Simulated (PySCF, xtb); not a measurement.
SnF3, SMILES [F][Sn]([F])[F], multiplicity 2.

Harmonic wavenumbers (cm⁻¹) from GFN2-xTB run with xtb 6.7.1 at its own minimum, in rising order: 27, 67, 67, 296, 296, 307.

Problem. What does PySCF 2.14.0 with B3LYP-D3(BJ)/def2-SVP give at its own minimum? (Estimate from the structure and the level; the computed values follow.)

Solution. 146, 146, 174, 592, 617, 617. Paired by order, the mean absolute difference is 205 cm⁻¹ and the zero-point energies are 1.5 and 3.3 kcal/mol.
